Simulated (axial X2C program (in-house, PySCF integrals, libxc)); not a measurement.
## How long does MoSe take?

A bond scan computed with an in-house relativistic program for diatomic molecules. Basis: Mo dyall-cv3z [11s12p9d5f3g], Se dyall-cv3z [8s9p6d4f1g] (cores contracted in-house).

Input:
```json
{"zs": [42, 34], "q": 0, "bas": ["dyall-cv3z", "dyall-cv3z"], "levels": ["PBE0", "HF", "TPSSh"], "cc": true, "r0": 2.28, "thr": -2.0, "nmax": 110, "npts": 10, "nst": 2, "ntry": 8}
```
```bash
python so2c.py task.json out
```

Keys: zs atomic numbers; q charge; bas basis sets; levels methods; cc coupled cluster on or off; r0 starting distance in Å; thr threshold in hartree for freezing inner shells (an s shell follows its p shell); nmax most natural virtual spinors; npts points on the curve; nst determinants followed; ntry starts of the search. HF also brings MP2.

Hardware: 1 thread of Arm Neoverse V1 (shared host).

Wall time of one point of each curve, integrals apart:

```csv
Hamiltonian,level,points,seconds a point
spin-free,PBE0,10,1.2
spin-free,HF,10,0.89
spin-free,TPSSh,10,2
2c,PBE0,10,1.9
2c,HF,10,1.7
2c,TPSSh,10,2.6
```

The rest:

Search with its distance optimisation 67 s, atoms 79 s, whole task 540 s. Coupled cluster runs on the points near the minimum only. The program drops outer points, and coupled cluster, when its time limit (not in the input) nears; MP2, further determinants and curves that did not converge are not in the table.
